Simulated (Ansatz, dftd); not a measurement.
Reaction: GeSiH5 (SMILES [SiH3][GeH2], doublet) → GeSiH5 (SMILES [SiH2][GeH3], doublet)
Each species at its own B3LYP-D3(BJ)/def2-TZVP minimum (Ansatz, a first-principles code).

Property: isomerisation energy (electronic), in kcal/mol. Radicals and triplets start from unrestricted determinants; spin-orbit coupling is neglected. Cores are frozen in correlated methods (noble-gas shells, and filled d and f shells in the p block). No relativity. CBS(X,Y): correlation extrapolated as X^-3, Hartree-Fock from the larger set. A bracket is a step between two methods taken in the basis named. Double hybrids freeze cores in their MP2 part.

```json
[
 {"level": "PBE-D4/def2-TZVPD", "program": "Ansatz + dftd4", "isomerisation energy (kcal/mol)": "5.6", "difference against the last row": "-2.0"},
 {"level": "PBE/def2-TZVPD", "program": "Ansatz", "isomerisation energy (kcal/mol)": "5.7", "difference against the last row": "-1.9"},
 {"level": "r2SCAN-D4/def2-TZVPD", "program": "Ansatz + dftd4", "isomerisation energy (kcal/mol)": "5.6", "difference against the last row": "-2.0"},
 {"level": "B3LYP-D3(BJ)/def2-TZVPD", "program": "Ansatz + dftd3", "isomerisation energy (kcal/mol)": "6.9", "difference against the last row": "-0.7"},
 {"level": "B3LYP/def2-TZVPD", "program": "Ansatz", "isomerisation energy (kcal/mol)": "7.0", "difference against the last row": "-0.6"},
 {"level": "CAM-B3LYP-D3(BJ)/def2-TZVPD", "program": "Ansatz + dftd3", "isomerisation energy (kcal/mol)": "6.7", "difference against the last row": "-0.9"},
 {"level": "wB97X-V/def2-TZVPD", "program": "Ansatz", "isomerisation energy (kcal/mol)": "6.7", "difference against the last row": "-0.9"},
 {"level": "wB97M-V/def2-TZVPD", "program": "Ansatz", "isomerisation energy (kcal/mol)": "8.3", "difference against the last row": "0.7"},
 {"level": "B2GP-PLYP-D4/def2-TZVPD", "program": "Ansatz + dftd4", "isomerisation energy (kcal/mol)": "7.2", "difference against the last row": "-0.4"},
 {"level": "MP2/def2-TZVPP", "program": "Ansatz", "isomerisation energy (kcal/mol)": "7.4", "difference against the last row": "-0.2"},
 {"level": "MP2/def2-QZVPP", "program": "Ansatz", "isomerisation energy (kcal/mol)": "7.7", "difference against the last row": "0.1"},
 {"level": "CCSDT(Q)/def2-SVP", "program": "Ansatz", "isomerisation energy (kcal/mol)": "6.4", "difference against the last row": "-1.2"},
 {"level": "CCSD(T)/CBS(def2-TZVPP,def2-QZVPP) + [CCSDT(Q) - CCSD(T)]/def2-SVP", "program": "Ansatz", "isomerisation energy (kcal/mol)": "7.6", "difference against the last row": "0.0"}
]
```
